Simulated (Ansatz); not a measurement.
AlBF$_{2}$H$_{2}$S, SMILES `B[S][Al]([F])[F]`. Charge 0, multiplicity 1. The geometry is a stationary point of PBE0-D4/def2-TZVP. It is one conformer, not always the lowest.

```xyz
7

B     0.407   -1.168   -0.092
S     1.329   -0.050   -1.084
Al   -0.234    1.057   -0.028
F    -1.652    1.395   -0.777
F     0.115    1.842    1.368
H     0.573   -2.339    0.016
H    -0.538   -0.737    0.597
```

Question: What is the dipole moment at r2SCAN/def2-TZVPP? (Estimate.)

Answer: Computed: 1.85 D, with components (0.80, -1.63, -0.32) D in this frame, pointing from negative to positive charge.

Question: And with PBE, B3LYP, ωB97M-V? (Estimate.)

Answer: The calculation gave: PBE 1.81 D, B3LYP 1.89 D, ωB97M-V 1.87 D.

Question: Give the Mulliken charges with r2SCAN, ωB97M-V, PBE in def2-TZVPP. (An estimate is asked.)

Answer: Computed: 
```tsv
atom	r2SCAN	ωB97M-V	PBE
B1	0.10	-0.01	0.09
S2	-0.16	-0.14	-0.14
Al3	0.72	0.66	0.59
F4	-0.34	-0.33	-0.30
F5	-0.34	-0.33	-0.30
H6	0.05	0.12	0.07
H7	-0.03	0.03	-0.01
```

B3LYP here is the variant with VWN-RPA as its local correlation; programs differ in this.
